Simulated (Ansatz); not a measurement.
System: sum formula AlBrF2, net charge 0, singlet state. 
Geometry from a B3LYP-D3(BJ)/def2-TZVP (Ansatz, a program for electronic structure) optimisation:
```xyz
4

F     -1.8351    -1.3065    -0.3165
Al    -0.9438     0.0515    -0.1160
F     -1.7061     1.4999    -0.1189
Br     1.2611    -0.0689     0.1550
```

Property: vertical ionisation energy (to the doublet state of charge +1; each state is the SCF solution reached for its spin), in eV. Cores are frozen in the correlated levels unless marked. UHF or UKS for open shells. Spin-orbit coupling is left out. The frozen core is the preceding noble-gas configuration, with the filled d and f shells of earlier blocks. No relativistic terms. Basis-set limits of correlation are two-point, X^-3; Hartree-Fock from the larger set.

| level | program | vertical ionisation energy (eV) | minus last row |
|---|---|---|---|
| HF/def2-SVPD | Ansatz | 11.06 | -0.97 |
| HF/def2-QZVPPD | Ansatz | 10.91 | -1.12 |
| B3LYP/def2-TZVPD | Ansatz | 11.88 | -0.15 |
| CAM-B3LYP/def2-TZVPD | Ansatz | 11.95 | -0.08 |
| wB97M-V/def2-TZVPD | Ansatz | 11.86 | -0.17 |
| MP2/def2-SVPD | Ansatz | 11.84 | -0.19 |
| MP2/def2-QZVPPD | Ansatz | 11.97 | -0.06 |
| CCSD/def2-TZVPPD | Ansatz | 11.78 | -0.25 |
| CCSD/def2-QZVPPD | Ansatz | 11.88 | -0.15 |
| CCSD(T)/CBS(def2-TZVPPD,def2-QZVPPD) | Ansatz | 12.03 | 0.00 |
